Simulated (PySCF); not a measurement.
# Reading the logs of faulty runs: AlGeH5OSi

Calculated results; nothing here was measured. The program is PySCF 2.14.0, an open-source quantum chemistry code, run on an isolated molecule that a program drew, which may never have been made. The molecule is AlGeH5OSi (charge 0, singlet), drawn as the SMILES string `[Al][O][SiH2][GeH3]`.

Each row is a Hartree-Fock (HF) and frozen-core CCSD(T) single point in the cc-pV(D+d)Z basis, meant for a local HF minimum. Run 1 is clean. Each other run has one planted mistake out of seven kinds, and not every kind appears here: one electron removed, one electron added, multiplicity raised by two, geometry at a saddle point, minimal basis STO-3G, one bond length entered in bohr, all coordinates scaled. The reference is restricted for singlets and unrestricted otherwise, and also for a bond in bohr. Adding or removing an electron swaps singlet and doublet. Electrons count all cores. HOMO and LUMO are orbital energies over both spins, the gradient is its largest component, and the lowest frequency (negative if imaginary) is given only where the gradient is small. Bond lengths are over the 8 bonds as drawn. T1 is the CCSD diagnostic: over 0.02 (restricted) or 0.045 (unrestricted) a single reference is doubtful. Germanium has the cc-pVDZ-PP basis, with a core potential (ECP10MDF) in place of its 10 inner electrons, and its 3s, 3p and 3d shells are frozen in CCSD(T).

Geometry of the clean run:
```xyz
9
AlGeH5OSi, angstrom
Al   -2.0300   -0.5296   -3.3558
O    -1.0591   -0.2954   -1.9765
Si   -0.0844   -0.0353   -0.6819
Ge   -0.9611   -1.1444    1.2612
H     1.2792   -0.5449   -0.9613
H     0.0216    1.4178   -0.4088
H    -0.0611   -0.9141    2.4840
H    -2.3658   -0.6257    1.6027
H    -1.0651   -2.6590    1.0284
```

| run | electrons | basis functions | <S^2> | HOMO (eV) | LUMO (eV) | gradient (hartree/bohr) | lowest frequency (cm^-1) | mean bond (Å) | longest bond (Å) | T1 | HF (hartree) | CCSD(T) (hartree) | mistake |
|---|---|---|---|---|---|---|---|---|---|---|---|---|---|
| 1 | 72 | 108 | 0.000 | -8.80 | 1.49 | 7.5e-06 | 56 | 1.6649 | 2.403 | 0.0151 | -902.10279 | -902.59547 | no fault |
| 2 | 72 | 108 | 0.000 | -9.07 | 1.34 | 4.4e-02 | - | 1.8148 | 2.619 | 0.0182 | -902.04687 | -902.55343 | all coordinates scaled |
| 3 | 73 | 108 | 0.774 | 0.53 | 6.41 | 5.8e-02 | - | 1.6649 | 2.403 | 0.0180 | -902.06516 | -902.56538 | ? |
| 4 | 72 | 108 | 0.000 | -7.67 | -1.18 | 5.8e-02 | - | 1.8543 | 3.218 | 0.0305 | -901.93977 | -902.43967 | ? |

**Which mistake was planted in run 3, and what did it cost?**

It counts 73 electrons, one more than the clean run, at the same geometry and basis. So the mistake is: one electron added. Subtracting run 1 and multiplying by 627.51 kcal/mol a hartree, the energy moved by 23.6 kcal/mol in HF and 18.9 kcal/mol in CCSD(T).

**Which mistake was planted in run 4, and what did it cost?**

The mean bond changes by a factor of 1.114 and the longest by 1.339, so the molecule wasn't scaled as a whole. A length L in bohr read as angstrom grows by (1/0.5292 - 1) L = 0.890 L. The 8 bonds together grew by 8 x 0.1894 = 1.515 Å, which gives L = 1.703 Å. That is bond Al1-O2, 1.703 Å in the clean geometry. So the mistake is: one bond length entered in bohr. Subtracting run 1 and multiplying by 627.51 kcal/mol a hartree, the energy moved by 102.3 kcal/mol in HF and 97.8 kcal/mol in CCSD(T).

Cautions from the logs. Run 3: the HOMO is above zero, so the electron isn't bound and the energy depends on the basis.
